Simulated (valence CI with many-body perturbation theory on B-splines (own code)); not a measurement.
The numbers below are computed, except where a source is named.
## Hyperfine factors and g values of Zr27+

Level of theory: configuration interaction combined with many-body perturbation theory (CI+MBPT): three valence electrons over a frozen Dirac-Fock core [Ne], a basis of 11 s, 11 p, 9 d, 7 f, 5 g, 2 h, 1 i functions for each j, with the one-electron correlation potential Σ1 (screened to all orders), the two-electron term Σ2, the three-electron term Σ3, Breit, model QED; selected single and double excitations, second order for the rest (own B-spline code, finite nucleus).

The last digits are not significant, and no measured levels were compared; by estimate large intervals hold to a few tenths of a per cent, small ones and those within an open d or f shell to about a per cent.

A/g_I is the dipole constant over the nuclear g factor μ/I (μ in nuclear magnetons, uniformly magnetised nucleus), B/Q the quadrupole constant per barn. Both hold the static response of the core; the bare values leave it out. Large factors of s and p1/2 electrons are usually good to 5 to 10 %; those of open d and f shells near neutrality can be off by tens of per cent, and small factors of p3/2, d and f electrons come from cancelling terms and can be off by a factor of two or in sign, in half-filled shells by more. B is blank for J = 1/2, where it vanishes, and for nearly pure S terms. Energies count from the lowest level.

Names give the largest LS component (configuration and term), which can be under half, so a name can repeat, a term be missing and a line seem to break the LS rules; names also repeat where a configuration has a term twice. Letters in brackets count levels of one name in rising energy.

| Level | E (cm⁻¹) | g | A/g_I (MHz) | A/g_I bare | B/Q (MHz/b) | B/Q bare |
| --- | --- | --- | --- | --- | --- | --- |
| 3s2.3p 2P°_1/2 | 0 | 0.662 | 140000 | 136000 |  |  |
| 3s2.3p 2P°_3/2 | 161740 | 1.331 | 25400 | 25300 | 45900 | 44700 |
| 3s.3p2 4P_1/2 | 496200 | 2.541 | 342000 | 332000 |  |  |
| 3s.3p2 4P_3/2 | 593090 | 1.708 | 116000 | 113000 | 37300 | 36300 |
| 3s.3p2 4P_5/2 | 642370 | 1.476 | 127000 | 123000 | -8380 | -8120 |
| 3s.3p2 2D_3/2 | 730430 | 0.858 | -8180 | -7290 | 48900 | 47700 |
| 3s.3p2 2D_5/2 | 799950 | 1.316 | 104000 | 101000 | 43500 | 42500 |
| 3s.3p2 2P_1/2 | 806720 | 1.156 | 18800 | 18700 |  |  |
| 3s.3p2 2P_3/2 | 968300 | 1.197 | -24300 | -22100 | -32600 | -31600 |
| 3s.3p2 2S_1/2 | 968860 | 1.631 | 406000 | 391000 |  |  |
| 3s2.3d 2D_3/2 | 1034900 | 0.893 | -12800 | -11600 | 9200 | 9320 |
| 3s2.3d 2D_5/2 | 1051100 | 1.200 | 21800 | 21700 | 20800 | 20900 |
| 3p3 2D°_3/2 | 1277600 | 1.217 | 13800 | 14500 | 36600 | 35700 |
| 3p3 2D°_5/2 | 1365300 | 1.172 | 71800 | 70100 | -17400 | -16700 |
| 3s.3p.3d 4F°_3/2 | 1368600 | 0.819 | -29400 | -27500 | 4370 | 4570 |
| 3p3 4S°_3/2 | 1393900 | 1.164 | -22800 | -20700 | 1430 | 1560 |
| 3s.3p.3d 4F°_5/2 | 1413400 | 1.071 | 38400 | 37800 | 7530 | 7810 |
| 3s.3p.3d 4F°_7/2 | 1458200 | 1.254 | 73000 | 71200 | 6700 | 7230 |
| 3s.3p.3d 4P°_5/2 | 1485500 | 1.456 | 75200 | 73600 | 15800 | 15800 |
| 3s.3p.3d 4D°_3/2 | 1486600 | 1.344 | 53600 | 52900 | 9180 | 9050 |
| 3s.3p.3d 4D°_1/2 | 1489200 | 0.316 | -113000 | -108000 |  |  |
| 3p3 2P°_1/2 | 1499700 | 0.615 | 83000 | 79700 |  |  |
| 3s.3p.3d 4F°_9/2 | 1555300 | 1.331 | 61800 | 60500 | 56400 | 55700 |
| 3p3 2P°_3/2 | 1575100 | 1.223 | 10600 | 11300 | -11400 | -11100 |
| 3s.3p.3d 2F°_5/2 [a] | 1577400 | 0.947 | 23700 | 23400 | 30300 | 30100 |
| 3s.3p.3d 4D°_7/2 | 1600800 | 1.389 | 72500 | 71000 | -4170 | -3850 |
| 3s.3p.3d 4D°_5/2 | 1601200 | 1.341 | 72300 | 70800 | -4540 | -4580 |
| 3s.3p.3d 4P°_1/2 | 1603800 | 2.413 | 238000 | 231000 |  |  |
| 3s.3p.3d 4P°_3/2 [a] | 1606100 | 1.310 | 2680 | 4040 | -15200 | -14900 |
| 3s.3p.3d 4P°_3/2 [b] | 1611200 | 1.215 | 52700 | 51700 | -13300 | -12900 |
| 3s.3p.3d 2D°_5/2 [a] | 1653900 | 1.255 | 88000 | 85500 | -15600 | -15000 |
| 3s.3p.3d 2F°_7/2 [a] | 1720700 | 1.142 | 9710 | 10300 | 56000 | 55400 |
| 3s.3p.3d 2D°_3/2 | 1727200 | 1.083 | 5040 | 5720 | -6270 | -5860 |
| 3s.3p.3d 2F°_7/2 [b] | 1796600 | 1.157 | 51200 | 50000 | 49900 | 49300 |
| 3s.3p.3d 2F°_5/2 [b] | 1801700 | 0.898 | -23300 | -21700 | 42500 | 42000 |
| 3s.3p.3d 2P°_1/2 [a] | 1803800 | 0.647 | -143000 | -137000 |  |  |
| 3s.3p.3d 2P°_1/2 [b] | 1833500 | 0.659 | 63300 | 61200 |  |  |
| 3s.3p.3d 2P°_3/2 [a] | 1854400 | 1.225 | 106000 | 102000 | 8230 | 8410 |
| 3s.3p.3d 2D°_5/2 [b] | 1861700 | 1.152 | -24600 | -22600 | -24700 | -23600 |
| 3s.3p.3d 2P°_3/2 [b] | 1869900 | 1.108 | -3060 | -1870 | -33200 | -32400 |

Q: Take the isotope of mass number 91, with I = 5/2, μ = -1.3022 μN and Q = -0.176 b. What is the hyperfine structure of 3s2.3p 2P°_1/2?

A: From the table A = -73000 MHz. Shifts from the centre of gravity in MHz: F = 2: 128000, F = 3: -91200.
